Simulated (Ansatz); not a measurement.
Two isomers of CH4O2SSi: A = `O[SiH2]OC=S`, B = `O[C@@H]1S[Si@@H]1O`.

Calculated with Ansatz (gas phase, PBE0-D4/def2-TZVP geometries, no zero-point term in ΔE). CCSD(T)/CBS adds triple-zeta CCSD(T) − MP2 to the extrapolated MP2 energy (def2 sets, frozen cores). DFT in def2-TZVPP. B3LYP here is the variant with VWN-RPA as its local correlation; programs differ in this. Each species was taken in one conformer, which may not be the lowest.

Which is lower in electronic energy at CCSD(T)/CBS, and by how much? (Best estimate.)

The calculation gave: A, by 14.2 kcal/mol.

Give E(B) − E(A) in kcal/mol with B3LYP-D4, ωB97M-V, r2SCAN-D4, CCSD/def2-TZVPP, PBE-D4, B2PLYP, B3LYP. (An estimate is asked.)

Computed: B3LYP-D4 17.1, ωB97M-V 13.6, r2SCAN-D4 12.7, CCSD/def2-TZVPP 16.4, PBE-D4 10.3, B2PLYP 17.7, B3LYP 18.2. None reverses the order clearly.

Largest T1 diagnostic: 0.016.

In def2-TZVPP, CCSD(T) changes the Hartree–Fock value by −7.1 kcal/mol (the triples alone add −0.4 kcal/mol) and MP2 by −8.6 kcal/mol. The D4 term adds −1.0 kcal/mol with B3LYP and −0.5 kcal/mol with PBE0; it sums over pairs of atoms, weighted by their polarisabilities, and B3LYP, whose exchange is more repulsive, gets the larger term.
